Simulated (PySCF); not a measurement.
C7H7N2 (charge +1).
Structure used (GFN2-xTB), in Å, numbered top down from 1:
```xyz
16
C7H7N2 angstrom
C      3.7195    0.6194   -0.2462
C      2.3129    0.4152   -0.1515
C      1.1209    0.2224   -0.0672
C     -0.2658    0.0624    0.0148
C     -0.8371   -1.1869    0.3413
N     -2.1602   -1.2833    0.4014
C     -2.9597   -0.2363    0.1655
C     -2.3535    0.9808   -0.1503
N     -1.0530    1.1192   -0.2230
H      4.2333   -0.3252   -0.4198
H      3.9379    1.3134   -1.0574
H      4.0841    1.0545    0.6854
H     -0.2323   -2.0579    0.5422
H     -2.5809   -2.1832    0.6343
H     -4.0276   -0.3685    0.2271
H     -2.9462    1.8631   -0.3489
```

The calculation used PySCF, TDDFT B3LYP/def2-SVPD, vertical, gas phase, core orbitals frozen in the response.

Transition dipole moments from the ground state, in atomic units and in the frame of the coordinates above (overall signs are arbitrary), for the states with f of 0.002 or more among the lowest 7:

```
state  E (eV)      μx      μy      μz
   S2   3.332  -0.921   0.236  -0.038
   S5   4.511   1.791   0.454  -0.135
   S7   5.612   0.984  -0.185   0.018
```

(1) What oscillator strength does each state have?

(2) What angle do the transition dipoles of S2 and S7 make?

(3) How is the summed strength of these states shared among x, y and z?

(4) What peak molar absorption coefficient would the strongest computed level give as a lone Gaussian band 0.3 eV wide at half height?

Answers

(1) f = (2/3) ΔE |μ|² with ΔE in hartree (27.2114 eV).

| state | \|μ\|² (au) | \|μ\| (D) | f |
| --- | --- | --- | --- |
| S2 | 0.905 | 2.42 | 0.074 |
| S5 | 3.433 | 4.71 | 0.379 |
| S7 | 1.003 | 2.55 | 0.138 |

(2) |cos θ| = |μa·μb| / (|μa| |μb|) = 1.00, so θ ≈ 4° (taken between 0 and 90°, since the signs are arbitrary).

(3) (2/3) Σ ΔE μα² gives 0.557 for x, 0.032 for y and 0.002 for z, 0.591 in all.

(4) ε(max) = 2.175×10⁸ f / FWHM, with the width in cm⁻¹. S5: 2.175×10⁸ × 0.3794 / 2420 ≈ 34000 L mol⁻¹ cm⁻¹.
